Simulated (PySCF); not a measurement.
S: excitation energy

S [Ne] 3s2 3p4 (3P) → S [Ne] 3s2 3p3 3d1 (5D), as a difference of total energies. All numbers are calculated (PySCF 2.14, no relativity, point nucleus, in aug-cc-pV(T+d)Z (6s5p4d2f, 55 functions)). Correlated levels: valence: [Ne] frozen. The calculations carry no spin-orbit coupling.

| method | excitation energy (eV) | error (eV) |
| --- | --- | --- |
| UHF | 8.581 | +0.189 |
| MP2 (valence) | 9.126 | +0.734 |
| SCS-MP2 (valence) | 9.313 | +0.921 |
| CCSD (valence) | 9.218 | +0.826 |
| CCSD(T) (valence) | 9.249 | +0.857 |

Reference: 8.392 eV (measured; NIST levels, between the centres of gravity of the two terms).

Errors of the correlated levels include the incompleteness of this basis and the frozen core.

The promoted electron is Rydberg-like, and one or two diffuse shells describe it only roughly, which tends to raise the upper state.
